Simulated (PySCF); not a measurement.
A GIAO shielding run with PySCF 2.14 (density fitting, non-relativistic, gas phase) on SMILES CCCN(CC)N[SiH3], C5H16N2Si:

```
$ OMP_NUM_THREADS=1 python probes_run.py task.json out

{"job": {"kind": "nmr", "xc": "PBE0", "basis": "pcSseg-1"}, "charge": 0, "multiplicity": 1}
C     -2.557395     0.668387     0.180572
C     -1.587317     0.862805    -0.975985
C     -0.561683    -0.268101    -1.041032
N      0.207366    -0.351861     0.186922
C      0.847053    -1.638612     0.414454
C      1.889007    -2.067883    -0.623209
N      1.118765     0.708010     0.326805
Si     0.928255     1.892377     1.552491
H     -3.248563     1.505397     0.245112
H     -3.132105    -0.245622     0.047696
H     -2.001429     0.594738     1.111000
H     -1.064418     1.812883    -0.857467
H     -2.131344     0.894014    -1.922943
H     -1.083500    -1.219492    -1.167468
H      0.091425    -0.111320    -1.919370
H      1.323630    -1.570132     1.395597
H      0.051731    -2.386406     0.470861
H      1.438662    -2.175712    -1.607566
H      2.693378    -1.337577    -0.680534
H      2.317103    -3.024311    -0.335295
H      1.726485     0.847832    -0.475610
H      2.230829     2.559743     1.588275
H      0.611278     1.171629     2.783882
H     -0.118946     2.898978     1.310366
```

Hardware: 1 thread of an x86-64 server CPU, shared host. The job also computes population analyses, field gradients.

Question: How large is the calculation?

Answer: 74 electrons, 223 basis functions and 1168 auxiliary functions.

Question: How long does it take?

Answer: 65 s of wall time, with 12 SCF cycles and 4 response iterations. Times on a shared host scatter by some tens of per cent.
